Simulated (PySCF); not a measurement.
SnFBr, SMILES [F][Sn][Br] (connectivity only; charge and spin as stated), neutral, multiplicity 1. Atoms are numbered in the order given.

```xyz
3

Sn     0.3385     0.8766     0.0000
F     -1.5229     1.4655     0.0000
Br    -0.0920    -1.6291     0.0000
```

The structure is a stationary point at B3LYP-D3(BJ)/def2-TZVP. The def2 effective core potentials stand for the cores of Sn; spin–orbit coupling is left out.

Level of theory: HF/def2-TZVPD run with PySCF.

Symmetry labels are those of the subgroup Cs that the program uses (full group Cs).

Computed valence orbital energies around the gap with their symmetry:
```json
[
 {"orbital": "HOMO−7", "symmetry": "A'", "energy (eV)": "-26.85"},
 {"orbital": "HOMO−6", "symmetry": "A'", "energy (eV)": "-18.25"},
 {"orbital": "HOMO−5", "symmetry": "A'", "energy (eV)": "-16.40"},
 {"orbital": "HOMO−4", "symmetry": "A\"", "energy (eV)": "-16.25"},
 {"orbital": "HOMO−3", "symmetry": "A'", "energy (eV)": "-14.23"},
 {"orbital": "HOMO−2", "symmetry": "A\"", "energy (eV)": "-11.42"},
 {"orbital": "HOMO−1", "symmetry": "A'", "energy (eV)": "-11.38"},
 {"orbital": "HOMO", "symmetry": "A'", "energy (eV)": "-10.41"},
 {"orbital": "LUMO", "symmetry": "A\"", "energy (eV)": "-0.48"},
 {"orbital": "LUMO+1", "symmetry": "A'", "energy (eV)": "1.24"},
 {"orbital": "LUMO+2", "symmetry": "A'", "energy (eV)": "1.35"},
 {"orbital": "LUMO+3", "symmetry": "A'", "energy (eV)": "1.50"}
]
```
